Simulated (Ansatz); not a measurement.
Reaction (ligand exchange at a Ge–C bond): `[CH3][Ge][Cl]` + `O[SiH3]` → `[SiH3][O][Ge][Cl]` + CH₄

Calculated with Ansatz (gas phase, PBE0-D4/def2-TZVP geometries, no zero-point term in ΔE). CBS: MP2 limit from def2 TZ/QZ plus the TZ coupled-cluster correction, frozen cores. This one scheme is used for every species. Functionals use def2-TZVPP. B3LYP here is the variant with VWN-RPA as its local correlation; programs differ in this. HSE06 is defined as in plane-wave codes. For Ge outer-core shells are correlated without core-valence functions, which leaves a few kJ/mol of doubt a bond. Scalar relativity is left out up to krypton. Each species was taken in one conformer, which may not be the lowest.

```json
{"level": "LDA (SPW92)", "ΔE (kcal/mol)": "-30.1", "difference from CCSD(T)/CBS": "0.6"}
{"level": "BLYP-D4", "ΔE (kcal/mol)": "-33.9", "difference from CCSD(T)/CBS": "-3.2"}
{"level": "r2SCAN-D4", "ΔE (kcal/mol)": "-32.1", "difference from CCSD(T)/CBS": "-1.4"}
{"level": "B97M-V", "ΔE (kcal/mol)": "-32.9", "difference from CCSD(T)/CBS": "-2.2"}
{"level": "PBE0-D4", "ΔE (kcal/mol)": "-30.1", "difference from CCSD(T)/CBS": "0.6"}
{"level": "B3LYP-D4", "ΔE (kcal/mol)": "-33.1", "difference from CCSD(T)/CBS": "-2.4"}
{"level": "r2SCANh-D4", "ΔE (kcal/mol)": "-31.7", "difference from CCSD(T)/CBS": "-1.0"}
{"level": "r2SCAN0-D4", "ΔE (kcal/mol)": "-31.0", "difference from CCSD(T)/CBS": "-0.3"}
{"level": "HSE06-D4", "ΔE (kcal/mol)": "-30.0", "difference from CCSD(T)/CBS": "0.7"}
{"level": "BHLYP-D4", "ΔE (kcal/mol)": "-33.0", "difference from CCSD(T)/CBS": "-2.3"}
{"level": "CAM-B3LYP-D4", "ΔE (kcal/mol)": "-32.8", "difference from CCSD(T)/CBS": "-2.1"}
{"level": "ωB97X-V", "ΔE (kcal/mol)": "-31.5", "difference from CCSD(T)/CBS": "-0.8"}
{"level": "ωB97M-V", "ΔE (kcal/mol)": "-31.3", "difference from CCSD(T)/CBS": "-0.6"}
{"level": "B2PLYP", "ΔE (kcal/mol)": "-32.2", "difference from CCSD(T)/CBS": "-1.5"}
{"level": "PBE-QIDH", "ΔE (kcal/mol)": "-30.2", "difference from CCSD(T)/CBS": "0.5"}
{"level": "PBE", "ΔE (kcal/mol)": "-30.1", "difference from CCSD(T)/CBS": "0.6"}
{"level": "revPBE", "ΔE (kcal/mol)": "-29.6", "difference from CCSD(T)/CBS": "1.1"}
{"level": "BLYP", "ΔE (kcal/mol)": "-32.3", "difference from CCSD(T)/CBS": "-1.6"}
{"level": "r2SCAN", "ΔE (kcal/mol)": "-31.9", "difference from CCSD(T)/CBS": "-1.2"}
{"level": "PBE0", "ΔE (kcal/mol)": "-29.3", "difference from CCSD(T)/CBS": "1.4"}
{"level": "B3LYP", "ΔE (kcal/mol)": "-31.6", "difference from CCSD(T)/CBS": "-0.9"}
{"level": "r2SCANh", "ΔE (kcal/mol)": "-31.4", "difference from CCSD(T)/CBS": "-0.7"}
{"level": "r2SCAN0", "ΔE (kcal/mol)": "-30.7", "difference from CCSD(T)/CBS": "0.0"}
{"level": "BHLYP", "ΔE (kcal/mol)": "-31.5", "difference from CCSD(T)/CBS": "-0.8"}
{"level": "CAM-B3LYP", "ΔE (kcal/mol)": "-32.0", "difference from CCSD(T)/CBS": "-1.3"}
{"level": "LC-ωPBE", "ΔE (kcal/mol)": "-29.7", "difference from CCSD(T)/CBS": "1.0"}
{"level": "MP2/def2-SVP", "ΔE (kcal/mol)": "-35.2", "difference from CCSD(T)/CBS": "-4.5"}
{"level": "CCSD/def2-SVP", "ΔE (kcal/mol)": "-34.0", "difference from CCSD(T)/CBS": "-3.3"}
{"level": "CCSD(T)/def2-SVP", "ΔE (kcal/mol)": "-34.6", "difference from CCSD(T)/CBS": "-3.9"}
{"level": "HF/def2-TZVPP", "ΔE (kcal/mol)": "-31.4", "difference from CCSD(T)/CBS": "-0.7"}
{"level": "MP2/def2-TZVPP", "ΔE (kcal/mol)": "-31.6", "difference from CCSD(T)/CBS": "-0.9"}
{"level": "SCS-MP2/def2-TZVPP", "ΔE (kcal/mol)": "-31.9", "difference from CCSD(T)/CBS": "-1.2"}
{"level": "CCSD/def2-TZVPP", "ΔE (kcal/mol)": "-30.3", "difference from CCSD(T)/CBS": "0.4"}
{"level": "CCSD(T)/def2-TZVPP", "ΔE (kcal/mol)": "-30.8", "difference from CCSD(T)/CBS": "-0.1"}
{"level": "HF/def2-QZVPP", "ΔE (kcal/mol)": "-31.5", "difference from CCSD(T)/CBS": "-0.8"}
{"level": "MP2/def2-QZVPP", "ΔE (kcal/mol)": "-31.6", "difference from CCSD(T)/CBS": "-0.9"}
{"level": "SCS-MP2/def2-QZVPP", "ΔE (kcal/mol)": "-31.8", "difference from CCSD(T)/CBS": "-1.1"}
{"level": "HF/CBS(def2)", "ΔE (kcal/mol)": "-31.6", "difference from CCSD(T)/CBS": "-0.9"}
{"level": "MP2/CBS(def2)", "ΔE (kcal/mol)": "-31.5", "difference from CCSD(T)/CBS": "-0.8"}
{"level": "CCSD/CBS(def2)", "ΔE (kcal/mol)": "-30.2", "difference from CCSD(T)/CBS": "0.5"}
{"level": "CCSD(T)/CBS", "ΔE (kcal/mol)": "-30.7", "difference from CCSD(T)/CBS": "0"}
```

(1) What do rigid-rotor, harmonic-oscillator terms from PBE0-D4/def2-TZVP frequencies (298.15 K, 1 bar) make of the CCSD(T)/CBS value? (An estimate is asked.)

Largest T1 diagnostic among the species: 0.014.

Answers

(1) The calculation gave: ΔZPE = +0.4 kcal/mol, ΔH = -30.0 kcal/mol, ΔS = -29 J/(mol·K), ΔG = -27.9 kcal/mol.

From BLYP to BHLYP (50 % exact exchange), in def2-TZVPP and without D4, ΔE moves by +0.8 kcal/mol. Leaving LDA and LC-ωPBE aside and taking each functional with its dispersion term where it has one, the values spread over 3.9 kcal/mol, from BLYP-D4 to HSE06-D4. The D4 term adds −1.4 kcal/mol with B3LYP and −0.8 kcal/mol with PBE0; it sums over pairs of atoms, weighted by their polarisabilities, and B3LYP, whose exchange is more repulsive, gets the larger term.
